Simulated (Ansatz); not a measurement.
This geometry of CH$_{6}$BFSi (10 atoms, charge 0, multiplicity 1) is a first-order saddle point.

Computed with Ansatz, RKS PBE-D4/def2-SVP.

```xyz
10
Properties=species:S:1:pos:R:3
C -1.043 1.168 -0.050
B -0.276 -0.018 -0.713
Si 1.097 -1.102 0.284
F 1.314 -0.540 1.823
H -1.547 0.802 0.875
H -0.308 1.904 0.352
H -1.782 1.699 -0.680
H -0.481 -0.348 -1.873
H 0.668 -2.547 0.388
H 2.443 -1.070 -0.403
```

Problem. Which two structures does it join? (They come from a converged band through this point; their orientation in space is the band's.)

Solution. No bond is made or broken.  The two ends are copies of one structure, up to a mirror image or an exchange of like atoms.

Initial state:

```xyz
10
Properties=species:S:1:pos:R:3
C -1.015 1.191 -0.067
B -0.296 -0.058 -0.654
Si 1.162 -1.066 0.300
F 1.609 -0.301 1.696
H -1.924 0.736 0.411
H -0.481 1.724 0.744
H -1.415 1.902 -0.819
H -0.665 -0.521 -1.724
H 0.709 -2.459 0.674
H 2.397 -1.198 -0.559
```

Final state:

```xyz
10
Properties=species:S:1:pos:R:3
C -1.057 1.150 -0.041
B -0.283 -0.047 -0.664
Si 1.081 -1.135 0.341
F 1.176 -0.661 1.922
H -1.077 1.196 1.065
H -0.437 2.024 -0.377
H -2.062 1.336 -0.470
H -0.443 -0.321 -1.845
H 0.722 -2.602 0.327
H 2.461 -0.992 -0.256
```

Problem. How far does it lie above each of them?

Solution. 0.026 eV above the first and 0.026 eV above the second. This is the barrier of this one path; another mechanism may lie lower.

Time of the run: 3.3 min on 2 threads of Intel(R) Xeon(R) Platinum 8488C (Sapphire Rapids), on a shared host, peak memory 0.14 GiB.
